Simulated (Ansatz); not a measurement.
Geometry optimisation, RKS B3LYP-D4/STO-3G in Ansatz.

input.yaml

```yaml
crystal:
  periodic: [false, false, false]
  atoms:
    - { symbol: P, position_ang: [-0.8493, -2.4271, -0.4415] }
    - { symbol: B, position_ang: [-0.069, -0.7781, 0.2159] }
    - { symbol: C, position_ang: [1.2544, -0.2487, -0.4419] }
    - { symbol: O, position_ang: [1.1733, 1.0363, -1.0149] }
    - { symbol: C, position_ang: [0.2906, 1.801, -0.1782] }
    - { symbol: Si, position_ang: [-1.1083, 0.786, 0.4786] }
    - { symbol: H, position_ang: [-1.6736, -2.5768, 0.7453] }
    - { symbol: H, position_ang: [0.2256, -3.2241, -0.0178] }
    - { symbol: H, position_ang: [1.6221, -0.9403, -1.1745] }
    - { symbol: H, position_ang: [2.0804, -0.1996, 0.3746] }
    - { symbol: H, position_ang: [0.8829, 2.1949, 0.71] }
    - { symbol: H, position_ang: [-0.1043, 2.6756, -0.7112] }
    - { symbol: H, position_ang: [-2.3241, 0.8147, -0.4297] }
    - { symbol: H, position_ang: [-1.4138, 1.0569, 1.9141] }
basis:
  gaussian: { orbitals: STO-3G }
hamiltonian:
  xc: b3lyp
  dispersion: d4
relax:
  f_tol: 0.015
  max_steps: 40
```

Run as:

```bash
$ ansatz run input.yaml --threads 1 --pin off --max-ram 2048MiB --backend cpu --events-out ev --progress --plain --runs-dir out
```

Task: Where does it end, and by what steps?

Result: The run converged. Limits of this set-up: minimal basis. After 9 steps the energy has fallen by 1.061 eV; B2 moved furthest, 0.36 Å.

```json
{"step": "0", "energy less start (eV)": "0.0000", "largest force component (eV/Å)": "3.287", "accepted": "yes"}
{"step": "1", "energy less start (eV)": "-0.8819", "largest force component (eV/Å)": "1.147", "accepted": "yes"}
{"step": "2", "energy less start (eV)": "-1.0121", "largest force component (eV/Å)": "0.426", "accepted": "yes"}
{"step": "3", "energy less start (eV)": "-1.0411", "largest force component (eV/Å)": "0.205", "accepted": "yes"}
{"step": "4", "energy less start (eV)": "-1.0521", "largest force component (eV/Å)": "0.199", "accepted": "yes"}
{"step": "5", "energy less start (eV)": "-1.0523", "largest force component (eV/Å)": "0.365", "accepted": "yes"}
{"step": "6", "energy less start (eV)": "-1.0493", "largest force component (eV/Å)": "0.154", "accepted": "no"}
{"step": "7", "energy less start (eV)": "-1.0603", "largest force component (eV/Å)": "0.089", "accepted": "yes"}
{"step": "8", "energy less start (eV)": "-1.0606", "largest force component (eV/Å)": "0.062", "accepted": "yes"}
{"step": "9", "energy less start (eV)": "-1.0611", "largest force component (eV/Å)": "0.014", "accepted": "yes"}
```

```xyz
14
Properties=species:S:1:pos:R:3
P -0.784 -2.588 -0.224
B -0.241 -0.826 -0.095
C 1.186 -0.301 -0.573
O 1.171 1.125 -1.013
C 0.327 1.888 -0.053
Si -1.195 0.823 0.363
H -1.474 -2.711 0.993
H 0.389 -3.234 0.200
H 1.639 -0.866 -1.415
H 1.894 -0.426 0.290
H 0.910 2.129 0.865
H 0.102 2.849 -0.553
H -2.316 1.144 -0.494
H -1.622 0.963 1.739
```

Run time: 25 s on 1 thread of Intel(R) Xeon(R) 6975P-C (Granite Rapids) (shared host), peak memory 0.2 GiB.
